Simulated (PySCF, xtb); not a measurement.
Ga(Cl)2(vinyl) (C2H3Cl2Ga), SMILES C=[CH][Ga]([Cl])[Cl].

GFN2-xTB run with xtb at its own geometry gives an orbital gap of 4.16 eV and a dipole moment of 3.00 D.

The structure is a stationary point at r2SCAN-D4/def2-SVP. The structure was generated by enumeration; whether it is a known compound was not checked. Other conformers were not sampled.

**Question.** What does PBE0/def2-TZVP (PySCF) give? (The exact figures need the calculation; the answer reports its results.)

**Answer.** gap 6.80 eV (levels -8.70 and -1.90 eV), dipole 2.98 D.
